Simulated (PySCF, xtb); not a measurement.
HfCl₃, SMILES [Cl][Hf+]([Cl])[Cl], charge +1, multiplicity 1.

Harmonic wavenumbers (cm⁻¹) from GFN2-xTB run with xtb at its own minimum, in rising order: 75, 80, 80, 296, 350, 350.

What does PBE-D3(BJ)/def2-SVP (PySCF) give at its own minimum? (The exact figures need the calculation; the answer reports its results.)

95, 112, 112, 418, 424, 424. Paired by order, the mean absolute difference is 59 cm⁻¹ and the zero-point energies are 1.8 and 2.3 kcal/mol.
